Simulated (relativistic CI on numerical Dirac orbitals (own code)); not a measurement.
# What each ingredient does to the levels of Ca⁺

Base calculation: Dirac-Coulomb-Breit CI, separate exchange-only KLI orbitals for each configuration, model QED (radiative potential, 1s self-energy scaled to tabulated hydrogen-like ionisation energies), valence Slater integrals scaled by 0.85, P86 correlation energy added to each configuration.

Configurations in the expansion (outside the closed core [Ar]): 4s, 3d, 4p, 5s, 4d, 5p, 4f, 6s, 5d, 6p, 5f, 5g, 7s, 6d, 7p, 7d. Levels of other configurations are missing.

Variants: (1) valence Slater integrals scaled by 0.75; (2) self-excluded LDA correlation estimate; (3) non-relativistic limit. Shifts of the energy above 4s 2S_1/2, in cm⁻¹, for the lowest level and the first level of each name with at least 55 % of one term (blank where a level changes its place among those of its configuration and J or its character, or is not in the variant):

```csv
Level,Base,Δ(1),Δ(2),Δ(3),Measured
4s 2S_1/2,0.0,0.0,0.0,0.0,0.0
3d 2D_3/2,13713.1,0.0,-1951.0,-916.1,13650.2
3d 2D_5/2,13735.9,0.0,-1951.1,-938.9,13710.9
4p 2P°_1/2,24016.0,0.0,+1158.5,-192.6,25191.5
4p 2P°_3/2,24207.4,0.0,+1158.5,-383.9,25414.4
5s 2S_1/2,50597.1,0.0,+2015.5,-230.2,52166.9
4d 2D_3/2,55223.4,0.0,+2407.3,-415.1,56839.3
4d 2D_5/2,55236.0,0.0,+2407.4,-427.7,56858.5
5p 2P°_1/2,59057.3,0.0,+1852.3,-288.4,60533.0
5p 2P°_3/2,59123.9,0.0,+1852.3,-355.0,60611.3
4f 2F°_7/2,68002.7,0.0,+332.1,-340.3,68056.9
4f 2F°_5/2,68002.8,0.0,+332.1,-340.4,68056.9
6s 2S_1/2,69042.7,0.0,+2039.8,-291.0,70677.6
5d 2D_3/2,71163.6,0.0,+2228.1,-385.3,
5d 2D_5/2,71173.4,0.0,+2228.1,-395.2,
6p 2P°_1/2,73041.8,0.0,+1798.7,-317.0,
6p 2P°_3/2,73071.7,0.0,+1798.7,-346.8,
5g 2G_7/2,77879.4,0.0,+612.0,-340.4,
5g 2G_9/2,77879.5,0.0,+612.0,-340.4,
5f 2F°_7/2,77882.3,0.0,+440.7,-340.3,
5f 2F°_5/2,77882.4,0.0,+440.7,-340.5,
7s 2S_1/2,78035.2,0.0,+1793.3,-314.0,
```

For a near-neutral ion this model can misplace configurations by up to about 10,000 cm⁻¹ (more where the count of f electrons changes) and terms by 10 to 25 % of their spread. Rates follow the energies as ν³ (E1, M1) or ν⁵ (E2), so they and the lifetimes can be off by large factors. The fine structure of a lone outer electron comes out too small, for d and f at times inverted, and misplaced configurations move strength between like terms. 12 of the 12 excited levels that our extract of the measured tables holds in this range could be paired (the sources list more); they are missed by 999 cm⁻¹ on average and 1635 at most, and levels without a partner can miss by more.

Measured levels: NIST Handbook of Basic Atomic Spectroscopic Data (Sansonetti and Martin, J. Phys. Chem. Ref. Data 34, 1559 (2005)).

Ionisation energy from the two ground configurations alone: base 11.83 eV; self-excluded LDA correlation estimate 11.91 eV. The NIST ASD value (measured) is 11.8717 eV.
